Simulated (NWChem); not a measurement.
System: SiH2O, singlet; SMILES [SiH]O

Here is an NWChem input.

```
start job
memory heap 200 mb stack 900 mb global 1100 mb
geometry units angstroms noautosym nocenter noautoz
  Si     0.146437    -0.641242     0.000000
  H     -1.412173    -0.856142     0.000000
  O      0.140619     1.048875     0.000000
  H     -0.729962     1.489000     0.000000
end
basis spherical
  * library def2-svp
end
dft
  xc b3lyp
  iterations 150
end
cosmo
  do_cosmo_smd true
  solvent acetone
end
task dft energy
```

Low-valent species are run as closed-shell singlets; no triplet was tried in these runs. Geometry: optimised at PBE-D3(BJ)/def2-SVP. Solvent: acetone.

Level: B3LYP/def2-SVP with SMD (1 M gas to 1 M solution), gas-phase geometry. Reactions with the solvent are ignored.

Predict the main results of this run. (B3LYP/def2-SVP, SMD on the gas-phase geometry.) Quantities: solvation free energy (kcal/mol); cavity-dispersion-structure term (kcal/mol); dipole in solution (D).


```yaml
solvation free energy (kcal/mol): -4.3
cavity-dispersion-structure term (kcal/mol): -1.1
dipole in solution (D): 1.88
```
